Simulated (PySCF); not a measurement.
## Choosing a basis for TDDFT

Species: arsenic trifluoride, AsF3.
SMILES: `F[As](F)F`

TDDFT with PBE0 (PySCF), vertical singlets, core orbitals frozen in the response, spherical d and f functions. Geometry: PBE0-D3(BJ)/def2-SVP; no solvent, vibrations or thermal averaging. Relativistic effects, spin–orbit coupling among them, are left out although an element past zinc is present.

**Question.** How do the low singlets change with the basis? Take 6-31G*, def2-SVP, aug-cc-pVDZ, def2-SVPD, def2-TZVP, def2-TZVPD and aug-cc-pVTZ.

**Answer.** 

| basis | functions | diffuse | S1 (eV) | S2 (eV) | S3 (eV) | S4 (eV) | S5 (eV) | LUMO (eV) | α (au) |
| --- | --- | --- | --- | --- | --- | --- | --- | --- | --- |
| 6-31G* | 74 | no | 7.89 | 7.89 | 9.08 | 9.09 | 9.20 | -0.67 | 23.4 |
| def2-SVP | 74 | no | 7.99 | 8.00 | 9.19 | 9.20 | 9.31 | -0.76 | 22.4 |
| aug-cc-pVDZ | 105 | yes | 7.75 | 7.76 | 8.90 | 9.12 | 9.13 | -1.30 | 29.3 |
| def2-SVPD | 107 | yes | 7.85 | 7.86 | 9.23 | 9.24 | 9.26 | -1.29 | 29.5 |
| def2-TZVP | 141 | no | 7.89 | 7.90 | 9.24 | 9.25 | 9.36 | -1.03 | 26.1 |
| def2-TZVPD | 174 | yes | 7.76 | 7.77 | 9.12 | 9.18 | 9.19 | -1.23 | 30.1 |
| aug-cc-pVTZ | 197 | yes | 7.73 | 7.74 | 8.90 | 9.18 | 9.19 | -1.27 | 30.0 |

States are compared by their number. Against the largest diffuse basis here (aug-cc-pVTZ, itself not a converged limit), sets without diffuse functions differ by up to 0.27 eV in S1 and 0.18 eV in S5; the smaller diffuse sets differ by up to 0.13 and 0.07 eV. State by state, the largest deviation of a set without diffuse functions is S1 0.27, S2 0.27, S3 0.34, S4 0.09, S5 0.18 eV. The same number needn't mean the same state in each row. Against aug-cc-pVTZ the polarisability deviates by -22% in 6-31G*, -25% in def2-SVP, -2% in aug-cc-pVDZ, -1% in def2-SVPD, -13% in def2-TZVP, 0% in def2-TZVPD.
